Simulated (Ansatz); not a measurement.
Consider the redistribution: `FBOCS` + `[SiH3][O][InH2]` → `FB[O][InH2]` + `[SiH3]OCS`.

Isolated molecules relaxed with PBE0-D4/def2-TZVP in Ansatz; ΔE leaves out vibrations. CCSD(T)/CBS is the MP2 limit (def2-TZVPP, def2-QZVPP) plus CCSD(T) − MP2 in def2-TZVPP, frozen cores. DFT in def2-TZVPP. Elements past krypton have def2 core potentials. For In outer-core shells are correlated without core-valence functions, which leaves a few kJ/mol of doubt a bond. Each species was taken in one conformer, which may not be the lowest.

`FBOCS`:

Z-matrix (Å, degrees):
```
C
S 1 1.802
O 1 1.407 2 113.7
H 1 1.093 2 105.1 3 -122.2
H 1 1.088 2 110.0 3 120.5
H 2 1.343 1 96.3 3 -68.5
B 3 1.347 1 120.9 2 -90.2
F 7 1.321 3 117.3 1 177.6
H 7 1.197 3 122.9 1 -3.5
```

`[SiH3][O][InH2]`:

```xyz
8

Si   -0.939   -0.830   -0.664
O     0.543   -0.271   -0.312
In    1.381    1.101    0.865
H    -2.000   -0.119    0.115
H    -1.044   -2.283   -0.347
H    -1.242   -0.648   -2.111
H     3.071    1.091    0.667
H     0.230    1.959    1.788
```

`FB[O][InH2]`:

```xyz
7

F     0.763    1.298   -0.308
B     0.162    1.023    0.911
O    -0.452   -0.131    1.016
In   -0.256   -1.117   -0.788
H     0.265    1.870    1.747
H     1.105   -2.140   -0.776
H    -1.588   -0.802   -1.800
```

`[SiH3]OCS`:

Z-matrix (Å, degrees):
```
Si
O 1 1.649
H 1 1.479 2 106.2
H 1 1.489 2 110.5 3 -120.0
H 1 1.489 2 110.7 3 120.2
C 2 1.400 1 122.5 3 178.9
S 6 1.798 2 112.1 1 179.7
H 6 1.096 2 111.3 1 62.9
H 6 1.095 2 111.0 1 -57.8
H 7 1.343 6 96.4 2 71.5
```

**Question.** Is it downhill or uphill in electronic energy at CCSD(T)/CBS, and by how much? (An estimate is asked.)

**Answer.** Computed: Nearly level: ΔE = 0.0 kJ/mol.

**Question.** What do these levels give: PBE0-D4, r2SCAN0, MP2/def2-SVP, HF/def2-TZVPP, CCSD(T)/def2-TZVPP, HF/def2-QZVPP? (Estimate.)

**Answer.** The calculation gave: PBE0-D4 1.5, r2SCAN0 1.4, MP2/def2-SVP -2.0, HF/def2-TZVPP 8.8, CCSD(T)/def2-TZVPP 1.2, HF/def2-QZVPP 8.6 kJ/mol.

Largest T1 diagnostic among the species: 0.016.

Leaving LDA and LC-ωPBE aside and taking each functional with its dispersion term where it has one, the values, not all of them listed here, spread over 5.5 kJ/mol, from ωB97M-V to BHLYP-D4. In def2-TZVPP, CCSD(T) changes the Hartree–Fock value by −7.6 kJ/mol (the triples alone add −1.2 kJ/mol) and MP2 by −7.3 kJ/mol.
